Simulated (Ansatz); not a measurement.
Mean bond length (Å) of eight halogen compounds: PBE-D3(BJ) beside B3LYP-D3(BJ), computed with Ansatz (a program for electronic structure) for isolated molecules in the bases named; differences from unrounded values. The eight are the first of their class met in an unordered collection, after screening for sound electronic states; none was chosen by its value. Each level has its own optimised geometry.

```
molecule                                                                      basis  B3LYP-D3(BJ)  PBE-D3(BJ)  difference
-------------------------------------------------------------------------  --------  ------------  ----------  ----------
C5H4F2O, SMILES C=C=CO/C(F)=C\F                                            def2-SVP         1.249       1.257       0.008
2-bromopropane (C3H7Br), SMILES CC(C)Br                                    def2-SVP         1.274       1.280       0.006
1,1-dichloro-3,3-difluoroprop-1-ene (C3H2Cl2F2), SMILES FC(F)C=C(Cl)Cl     def2-SVP         1.402       1.408       0.006
2-bromobut-1-en-3-yne (C4H3Br), SMILES C#CC(=C)Br                          def2-SVP         1.308       1.314       0.006
Se(Br)(Me) (CH3BrSe), SMILES C[Se]Br                                       def2-SVP         1.523       1.526       0.004
C4H2BrF, SMILES C#C/C(F)=C\Br                                              def2-SVP         1.338       1.344       0.006
1,1,2-trichloro-2-fluoroethene (C2Cl3F), SMILES ClC(=C(Cl)F)Cl             def2-SVP         1.567       1.571       0.004
(E)-2-chloro-1,3,3-trifluoroprop-1-ene (C₃H₂ClF₃), SMILES F/C=C(/Cl)C(F)F  def2-SVP         1.353       1.360       0.007
```

PBE-D3(BJ) lies below B3LYP-D3(BJ) in 0 and above it in 8 of the eight; the mean signed difference is 0.006 and the largest 0.008 Å.
